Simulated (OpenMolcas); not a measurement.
**Computed levels of Sn⁺**

```yaml
Program: OpenMolcas 26.06
Method: "SS-RASPT2, IPEA 0.25 Eh, imaginary shift 0.1 Eh (closed shells correlated: 4d 5s)"
Basis: ANO-RCC-VQZP [8s7p5d3f2g]
Scalar_Hamiltonian: DKH2, point nucleus
Active_space: 1 electron in 9 orbitals (RAS2 5p; RAS3 5d 6s, at most 1 electron)
State_averaging: 2S+1 = 2 odd, 3 roots; 2S+1 = 2 even, 6 roots
Spin-orbit_coupling: RASSI with atomic mean-field integrals over the reference wave functions, term energies averaged over their components
```

With spin-orbit coupling, above the lowest level:

| Configuration | Term | J | E (cm⁻¹) | Measured (cm⁻¹) | g | Term weight % |
| --- | --- | --- | --- | --- | --- | --- |
| 5s² 5p | ²P° | 1/2 | 0.0 | 0.0 | 0.666 | 100 |
| 5s² 5p | ²P° | 3/2 | 3704 | 4251 | 1.334 | 100 |
| 5s² 6s | ²S | 1/2 | 59298 | 56886 | 2.002 | 100 |
| 5s² 5d | ²D | 3/2 | 68435 | 71406 | 0.800 | 100 |
| 5s² 5d | ²D | 5/2 | 68816 | 72048 | 1.200 | 100 |

Against the 4 measured excited levels shown (NIST Handbook of Basic Atomic Spectroscopic Data) the mean absolute deviation is 2300 cm-1; the largest miss in energy is 5s² 5d ²D_5/2: computed 68816, measured 72048 cm⁻¹ (-4.5 %), and the largest in proportion 5s² 5p ²P°_3/2 (-12.9 %).

Spin-orbit coupling puts the lowest level 2469 cm⁻¹ below the lowest spin-free term.

ANO sets are built for valence states and can reach diffuse excited orbitals poorly, and with the s shell closed the s pⁿ⁺¹ terms that mix with these levels are absent. With one active electron, CASPT2 adds the correlation within the correlated inactive shells and between them and that electron, and leaves the splitting within a term as the reference gives it. Computed and measured levels are paired by configuration, term and J; levels that our copy of the source lacks, or whose pairing is in doubt (as where it misses far off the trend of its configuration), stay unpaired and out of the deviations. Only configurations of the active space appear.

The term weight is that of the spin-free term in the level, not the purity of its configuration. ° marks odd parity.
